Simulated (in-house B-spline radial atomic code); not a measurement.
Configurations of Ce, with energies counted from [Xe] 4f1 5d1 6s2. Computed with a radial B-spline atomic code at the basis-set limit: scalar-relativistic (X2C) BLYP, spin-polarised, spherical fractional occupations, Fermi nucleus of rms radius 4.8771 fm. Shells without spins written out take the highest spin.

Occupations are held fixed; configurations that lie above the ionisation limit could autoionise.

| configuration | E - E(ref) (eV) | highest orbital | its <r> (bohr) |
| --- | --- | --- | --- |
| [Xe] 5d2 6s2 | 4.6891 | 6s down | 4.272 |
| [Xe] 4f1 5f1 6s2 | 5.4739 | 5f up | 16.77 |
| [Xe] 4f1 6s2 6f1 | 5.683 | 6f up | 26.3 |
| [Kr] 4d10 4f1 5s2 5p5 5d1 6s2 6p1 | 22.781 | 6p up | 5.144 |
| [Kr] 4d(4 up, 5 down) 4f(1 up, 0 down) 5s2 5p6 5d(2 up, 0 down) 6s2 | 111.34 | 6s down | 4.265 |

Q: Order these further configurations by energy, lowest first.
A. [Kr] 4d(5 up, 4 down) 4f(0 up, 1 down) 5s2 5p6 5d(1 up, 0 down) 6s2 6p(1 up, 0 down)
B. [Xe] 5d1 6s2 7d1
C. [Xe] 4f(1 up, 0 down) 5d(1 up, 0 down) 5f(0 up, 1 down) 6s(1 up, 0 down)
D. [Xe] 4f1 5d1 5f1 6s1
E. [Xe] 4f(1 up, 0 down) 5d(0 up, 1 down) 6s2

A: E (0.1236 eV), C (4.7716 eV), D (4.7793 eV), B (11.374 eV), A (115.02 eV).

Q: How far above the reference does [Kr] 4d9 4f1 5s2 5p6 5d2 6s2 lie?

A: 110.38 eV; its least bound orbital is 6s down with <r> = 4.281 bohr.
